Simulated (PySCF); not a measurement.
Series: H2E=E'H2. All species are isolated molecules in the gas phase. One relaxed conformer stands for each flexible species; it need not be the lowest. Strings in code marks are SMILES.

The brightest of the four lowest singlets (TDA) from two functionals at the same geometries (CAM-B3LYP-D3(BJ)/def2-TZVP), both in PySCF: PBE-D3(BJ)/def2-TZVP and CAM-B3LYP-D3(BJ)/def2-TZVP. Excitations are Tamm–Dancoff values on a coarser integration grid. The basis has no diffuse functions, so Rydberg states are missing or too high.

| species | PBE-D3(BJ)/def2-TZVP (eV) | CAM-B3LYP-D3(BJ)/def2-TZVP (eV) |
|---|---|---|
| `BN` | 8.30 | 8.62 |
| `[NH2][AlH2]` | 5.75 | 6.54 |
| `C=[NH2+]` | 10.40 | 10.22 |
| `[SnH2]=[CH2]` | 4.89 | 4.82 |

Over these rows, drawn at random from the members with no instability flagged (it was tested for open shells, ions and some series alone), PBE minus CAM-B3LYP-D3(BJ): mean -0.22 eV, from -0.80 eV to +0.18 eV.
